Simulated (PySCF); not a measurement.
Multinuclear NMR of C6H10OSi

Cartesian coordinates in Å; atom numbers follow the order of the lines, from 1:
```xyz
18

C    -3.868    0.847    0.431
C    -2.722    0.831   -0.221
C    -1.507    0.074    0.218
O    -0.975   -0.630   -0.866
Si    0.326   -1.598   -0.929
C     1.878   -0.720   -0.429
C     2.883   -0.138   -0.105
C     4.093    0.554    0.279
H    -4.713    1.413    0.080
H    -4.005    0.303    1.351
H    -2.596    1.370   -1.150
H    -0.751    0.780    0.595
H    -1.758   -0.616    1.033
H     0.302   -1.920   -2.348
H     0.187   -2.742   -0.016
H     4.691    0.776   -0.605
H     3.847    1.490    0.782
H     4.680   -0.067    0.956
```

[PySCF 2.14: GFN2-xTB geometry; σ from GIAO-PBE0/pcSseg-1; gas phase; one conformer; fast rotation and ring inversion assumed for equivalent nuclei; non-relativistic Hamiltonian]

Question: Predict the ²⁹Si NMR data.

Answer: 
```
atoms                  environment  σ (ppm)  δ (ppm)
  Si5  silicon bonded to C, O, 2 H    401.6    -50.2
```

Shieldings were converted by a linear fit to measured shifts: ²⁹Si: δ = 279.94 − 0.822σ (rms 8.9 ppm, 72 shifts, 25.8 ppm with the 6 outliers that the fit left out vs TMS, solution or neat liquid). Occasional misses reach two or three times the rms, and more in compound classes unlike the fitted ones.

On a 400 MHz spectrometer ²⁹Si resonates near 79.5 MHz, so 1 ppm is 79.5 Hz.

Question: Predict the ¹⁷O NMR data.

Answer: 
| atoms | environment | σ (ppm) | δ (ppm) |
| --- | --- | --- | --- |
| O4 | oxygen bonded to C, Si | 302.7 | -9.0 |

Shieldings were converted by a linear fit to measured shifts: ¹⁷O (scatter 10.7 ppm rms, 12.2 ppm with the 3 outliers that the fit left out vs liquid water, solution or neat liquid). Occasional misses reach two or three times the rms, and more in compound classes unlike the fitted ones.

On a 300 MHz spectrometer ¹⁷O resonates near 40.7 MHz, so 1 ppm is 40.7 Hz.
